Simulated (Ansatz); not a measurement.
Consider the hydrogenolysis of a C–Br bond: `FC(F)CBr` + H₂ → `CC(F)F` + HBr.

Program: Ansatz. Geometries: PBE0-D4/def2-TZVP. ΔE: electronic, gas phase. CCSD(T)/CBS adds triple-zeta CCSD(T) − MP2 to the extrapolated MP2 energy (def2 sets, frozen cores). This one scheme is used for every species. DFT in def2-TZVPP. For Br outer-core shells are correlated without core-valence functions, which leaves a few kJ/mol of doubt a bond. Scalar relativity is left out up to krypton. Each species was taken in one conformer, which may not be the lowest.

CCSD(T)/CBS gives -90.8 kJ/mol.

Question: Another level gave -91.7 kJ/mol. Which?
A. PBE-D4/def2-TZVPP
B. HF/def2-TZVPP
C. CCSD/def2-TZVPP
D. r2SCAN/def2-TZVPP

Answer: D. r2SCAN -91.7, PBE-D4 -86.8, CCSD/def2-TZVPP -96.9, HF/def2-TZVPP -112.3 kJ/mol.

Largest T1 diagnostic among the species: 0.011.

The D4 term adds +9.1 kJ/mol with B3LYP and +4.7 kJ/mol with PBE0; it sums over pairs of atoms, weighted by their polarisabilities, and B3LYP, whose exchange is more repulsive, gets the larger term. From PBE to PBE0 (25 % exact exchange), in def2-TZVPP and without D4, ΔE moves by −5.1 kJ/mol.

B3LYP here is the variant with VWN-RPA as its local correlation; programs differ in this.
